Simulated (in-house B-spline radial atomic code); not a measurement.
Configurations of Tl6+, with energies counted from [Xe] 4f14 (5d3/2)4 (5d5/2)3. All numbers are computed (Dirac-Hartree-Fock, average of each configuration as written; Fermi nucleus of rms radius 5.4759 fm) with an all-electron radial atomic-structure program (B-spline basis), not measured. Energies include first-order Breit, QED and recoil terms.

Occupations are held fixed; configurations that lie above the ionisation limit could autoionise.

```json
{"configuration": "[Xe] 4f14 (5d3/2)3 (5d5/2)4", "E - E(ref) (eV)": "2.8378", "highest orbital": "5d5/2", "its <r> (bohr)": "1.238"}
{"configuration": "[Xe] 4f14 (5d3/2)4 (5d5/2)2 (5f5/2)1", "E - E(ref) (eV)": "50.515", "highest orbital": "5f5/2", "its <r> (bohr)": "2.045"}
{"configuration": "[Kr] 4d10 4f14 5s2 (5p1/2)2 (5p3/2)3 (5d3/2)4 (5d5/2)4", "E - E(ref) (eV)": "65.416", "highest orbital": "5d5/2", "its <r> (bohr)": "1.236"}
{"configuration": "[Kr] 4d10 4f14 5s2 (5p1/2)1 (5p3/2)4 (5d3/2)2 (5d5/2)5 7s1", "E - E(ref) (eV)": "148.21", "highest orbital": "7s1/2", "its <r> (bohr)": "3.451"}
{"configuration": "[Kr] 4d10 4f14 5s2 (5p1/2)1 (5p3/2)4 (5d3/2)1 (5d5/2)6 9s1", "E - E(ref) (eV)": "172.56", "highest orbital": "9s1/2", "its <r> (bohr)": "7.759"}
{"configuration": "[Xe] (4f5/2)5 (4f7/2)8 (5d3/2)1 (5d5/2)6 (9p3/2)1", "E - E(ref) (eV)": "207.31", "highest orbital": "9p3/2", "its <r> (bohr)": "8.518"}
```

Task: Order these further configurations by energy, lowest first.
A. [Xe] 4f14 (5d5/2)6 (6g9/2)1
B. [Xe] 4f14 (5d3/2)3 (5d5/2)3 9s1
C. [Xe] (4f5/2)5 (4f7/2)8 (5d3/2)3 (5d5/2)4 (7g7/2)1
D. [Kr] (4d3/2)4 (4d5/2)5 4f14 5s2 5p6 (5d3/2)1 (5d5/2)6 (8p1/2)1
E. [Xe] (4f5/2)6 (4f7/2)7 (5d3/2)4 (5d5/2)3 (5g9/2)1

Result: B (82.852 eV), A (89.752 eV), E (184.29 eV), C (205.19 eV), D (468.01 eV).

Task: How far above the reference does [Kr] (4d3/2)4 (4d5/2)5 4f14 5s2 5p6 (5d3/2)1 (5d5/2)6 (6p3/2)1 lie?

Result: 429.23 eV; its least bound orbital is 6p3/2 with <r> = 2.23 bohr.

Task: How far above the reference does [Xe] 4f14 (5d3/2)1 (5d5/2)6 lie?

Result: 7.4531 eV; its least bound orbital is 5d5/2 with <r> = 1.236 bohr.
